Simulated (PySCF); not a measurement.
Isomers of C3H11NSi, mass 89.066 u with the commonest isotopes. Level of theory: PBE0-D3(BJ)/def2-SVP geometry optimisation, gas phase in PySCF 2.14.0. One conformer each, none proved a minimum here; rigid rotors.

Problem. Order these by radius of gyration √(Σ m r²/M), largest first.
A. Si(NH2)Me3 (`C[Si](C)(C)N`)
B. Si(NMeEt)H3, `[H][Si]([H])([H])N(C)CC`
C. SiHMe2(NHMe), `CN[SiH](C)C`
D. SiH3(NHiPr), `[H][Si]([H])([H])NC(C)C`

Solution. C (1.757 Å), D (1.736 Å), B (1.717 Å), A (1.636 Å).

Problem. Order these by rotational constant C, largest first.
A. `[H][Si]([H])([H])NC(C)C` (SiH3(NHiPr))
B. Si(NH2)Me3 (`C[Si](C)(C)N`)
C. `[CH3:1][SiH2:2][N:3]([CH3:4])[CH3:5]` with C1–Si2–N3–C4 -46°
D. SiHMe2(NHMe), `[H][Si](C)(C)NC`

Solution. B (3073 MHz), A (2072 MHz), C (2013 MHz), D (1945 MHz).

Problem. Order these by dipole moment, largest first.
A. SiHMe2(NHMe) (`CN[SiH](C)C`)
B. Si(NH2)Me3 (`C[Si](C)(C)N`)
C. SiH3(NHiPr), `[H][Si]([H])([H])NC(C)C`

Solution. C (1.34 D), A (1.10 D), B (0.91 D).

| SMILES | point group | Ia (u·Å²) | Ib (u·Å²) | Ic (u·Å²) | κ | μa (D) | μb (D) | μc (D) |
| --- | --- | --- | --- | --- | --- | --- | --- | --- |
| [H][Si](C)(C)NC | C1 | 97.60 | 192.74 | 259.87 | -0.58 | 0.21 | 0.07 | 1.07 |
| [H][Si]([H])([H])NC(C)C | C1 | 82.16 | 210.55 | 243.88 | -0.84 | 1.17 | 0.53 | 0.38 |
| [H][Si]([H])([H])N(C)CC | C1 | 95.62 | 187.39 | 242.25 | -0.62 | 0.93 | 0.46 | 0.01 |
| C[Si](C)(C)N | near Cs | 155.34 | 156.74 | 164.46 | 0.68 | 0.02 | 0.39 | 0.82 |
| C[SiH2]N(C)C | C1 | 80.98 | 196.16 | 251.04 | -0.73 | 0.26 | 0.74 | 0.20 |
